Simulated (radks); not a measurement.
Polarisability of the ytterbium ion Yb3+, [Xe] 4f13, at imaginary frequency. All-electron calculation, scalar-relativistic Kohn-Sham, LDA (Slater exchange, Perdew-Wang correlation), spin-polarised, spherical densities, finite nucleus; open shells are filled with parallel spins first (spin-orbit coupling, left out, can overturn this in heavy ions); Fermi nuclear charge, rms radius 5.3108 fm. Program: a radial shooting solver on a logarithmic mesh with Libxc functionals. Response by self-consistent Sternheimer equations with the Hartree and adiabatic LDA kernel, the relativistic mass of each level held fixed and spin-orbit coupling left out.

| w (hartree) | alpha1(iw) (bohr^3) |
|---|---|
| 0.00266 | 4.672 |
| 0.0143 | 4.671 |
| 0.0360 | 4.666 |
| 0.0697 | 4.647 |
| 0.118 | 4.602 |
| 0.186 | 4.507 |
| 0.280 | 4.338 |
| 0.413 | 4.068 |
| 0.605 | 3.674 |
| 0.892 | 3.127 |
| 1.35 | 2.409 |
| 2.12 | 1.596 |
| 3.59 | 0.8679 |
| 6.94 | 0.3611 |
| 17.5 | 0.09098 |

Static values: alpha1 = 4.672 bohr^3 (0.6924 angstrom^3; uncoupled 9.420). C6 = 23.38, triple-dipole C9 = 74.41 atomic units. One-pole (London) frequency 4 C6 / (3 alpha1^2) = 1.428 hartree, against 1.321 for minus the highest occupied eigenvalue.
